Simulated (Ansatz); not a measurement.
`Br[SiH]1CCO1` + H₂ → `C1C[SiH2]O1` + HBr  (hydrogenolysis of the Si–Br bond)

Isolated molecules relaxed with PBE0-D4/def2-TZVP in Ansatz; ΔE leaves out vibrations. CCSD(T)/CBS adds triple-zeta CCSD(T) − MP2 to the extrapolated MP2 energy (def2 sets, frozen cores). This one scheme is used for every species. DFT in def2-TZVPP. B3LYP here is the variant with VWN-RPA as its local correlation; programs differ in this. For Br outer-core shells are correlated without core-valence functions, which leaves a few kJ/mol of doubt a bond. Scalar relativity is left out up to krypton.

| level | ΔE (kcal/mol) | difference from CCSD(T)/CBS |
| --- | --- | --- |
| B3LYP-D4 | 21.7 | -0.9 |
| ωB97X-V | 21.3 | -1.3 |
| r2SCAN | 23.1 | 0.5 |
| B3LYP | 19.5 | -3.1 |
| HF/def2-TZVPP | 17.7 | -4.9 |
| CCSD(T)/def2-TZVPP | 20.9 | -1.7 |
| HF/def2-QZVPP | 17.6 | -5.0 |
| HF/CBS(def2) | 17.6 | -5.0 |
| MP2/CBS(def2) | 25.3 | 2.7 |
| CCSD/CBS(def2) | 21.5 | -1.1 |
| CCSD(T)/CBS | 22.6 | 0 |

Largest T1 diagnostic among the species: 0.011.

In def2-TZVPP, CCSD(T) changes the Hartree–Fock value by +3.3 kcal/mol (the triples alone add +1.1 kcal/mol) and MP2 by +6.0 kcal/mol. The D4 term adds +2.2 kcal/mol with B3LYP and +1.2 kcal/mol with PBE0; it sums over pairs of atoms, weighted by their polarisabilities, and B3LYP, whose exchange is more repulsive, gets the larger term.
